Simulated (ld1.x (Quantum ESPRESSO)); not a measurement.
# Fe (Z = 26): one change to a TM semilocal potential, before and after

```
Element                 : Fe
Generator               : ld1.x (Quantum ESPRESSO) 7.5
Type                    : norm-conserving Troullier–Martins (semilocal form)
Functional              : PBEsol
Relativity              : scalar-relativistic
Frozen core             : [Ar]
Valence charge          : 8
Reference configuration : 3d6 4s1.75 4p0.25
Partial waves           : 4s (bound): rc 2.25 bohr; 3d (bound): rc 0.80 bohr; 4p (bound): rc 3.50 bohr
Local potential         : the p channel
Core correction         : Bessel-smoothed model core, default radius (core density twice the valence density)
```

All-electron outer shells of the reference configuration (PBEsol, scalar-relativistic, ld1.x):

```csv
shell,level (eV),outermost node (bohr),outermost maximum (bohr)
3s,-94.23,0.33,0.70
3p,-60.39,0.30,0.72
3d,-7.98,–,0.71
4s,-5.60,1.00,2.41
4p,-1.53,1.10,3.25
```

Change: functional LDA (PZ).

Cutoffs: the cutoffs (Ry, on a coarse ladder) from which the occupation-weighted sum of valence levels, in a spherical-Bessel basis at the reference potential, stays within 10 and 1 mRy of its value at 400 Ry; they do not see the model core or the augmentation charge, which bear on the density cutoff. Errors are all-electron minus pseudo energies relative to the spin-unpolarised reference configuration.

Question: What does the change do?

Answer: The potential gets neither clearly harder nor softer (260 Ry and 300 Ry → 260 Ry and 300 Ry); the number of tests with a reliable result goes from 7 to 9; the errors of the 7 common tests hardly move; neither file shows a bound ghost. A semilocal file is local in each channel, so a ghost entry of none says nothing of the separable form that plane-wave codes build from it.

| quantity | base | changed |
| --- | --- | --- |
| cutoff, loose | 260 Ry | 260 Ry |
| cutoff, tight | 300 Ry | 300 Ry |
| bound ghosts | none | none |
| error for 3d6 4s2 4p0, meV [ΔE -1.01 → -1.02 eV] | +0.1 | +0.1 |
| error for 3d6 4s1 4p0, meV [ΔE 7.73 → 7.96 eV] | -7.5 | -6.8 |
| error for 3d6 4s0 4p0, meV [ΔE 23.85 → 24.45 eV] | -55 | -49 |
| error for 3d7 4s1 4p0, meV [ΔE -1.81 → -1.85 eV] | -116 | -114 |
| error for 3d5 4s2 4p1, meV [ΔE 7.77 → 7.84 eV] | -248 | -241 |
| error for 3d5 4s2 4p0, meV [ΔE 13.22 → 13.46 eV] | -209 | -206 |
| error for 3d6 4s1 4p1, meV [ΔE 3.12 → 3.16 eV] | -0.4 | -0.2 |
| s: phases at 3.80 bohr within 0.05 rad from the reference energy up to (Ry; the scan ends near 5) | 1.0 | 1.0 |
| p: phases at 3.80 bohr within 0.05 rad from the reference energy up to (Ry; the scan ends near 5) | 1.3 | 1.3 |
| d: phases at 3.80 bohr within 0.05 rad from the reference energy up to (Ry; the scan ends near 5) | to the end of the scan | to the end of the scan |
